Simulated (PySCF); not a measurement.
## [Zn(Cl)(N(CH3)2)] (charge 0, multiplicity 1)

Level of theory: PySCF with TPSSh-D3(BJ)/def2-TZVP // TPSS-D3(BJ)/def2-SVP.

| Property | Value |
|---|---|
| HOMO | -5.47 eV |
| dipole moment | 2.20 D |
| HOMO–LUMO gap | 4.18 eV |
| LUMO | -1.29 eV |
| charge on the central atom (Mulliken) | 0.39 e |
| charge on the central atom (meta-Löwdin) | 1.17 e |
| total energy | -2374.3072 Ha |
| cost | around 8 core-minutes (rough) |

```xyz
11

Zn     0.0467     0.0012    -0.1310
Cl    -1.6505    -1.2331     0.1194
N      1.5824     0.9694    -0.2362
C      1.6824     2.2932     0.3535
C      2.5358     0.7422    -1.3088
H      2.7011     2.4623     0.7684
H      1.4904     3.1196    -0.3713
H      0.9673     2.4089     1.1878
H      2.4135     1.4417    -2.1695
H      3.5786     0.8675    -0.9406
H      2.4503    -0.2871    -1.7014
```
